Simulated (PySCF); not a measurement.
TiF4, SMILES [F][Ti]([F])([F])[F], multiplicity 1. Geometry: PBE-D3(BJ)/def2-SVP. The multiplicity is an assumed one; other spin states were not compared. The isomer is the one that the SMILES or the coordinates give; other isomers of the formula were not compared.

These are PBE-D3(BJ)/def2-SVP (PySCF 2.14.0) values and carry that method's errors.

Harmonic wavenumbers (cm⁻¹): 190, 190, 214, 214, 214, 710, 810, 810, 810. Rotational constants (GHz): 3.279, 3.279, 3.279; symmetry number 12.

Question: Work out the zero-point energy and the ideal-gas rigid-rotor harmonic-oscillator thermochemistry at 298.15 K and 1 atm.

Answer: ZPE = ½ Σ hcν = ½ × 4161 cm⁻¹ = 5.95 kcal/mol. H − E(el) = 10.27 kcal/mol. Entropy in cal/(mol K): translation 40.36, rotation 21.68, vibration 11.37, total 73.41. G − E(el) = -11.62 kcal/mol. Cp = 19.83 cal/(mol K).
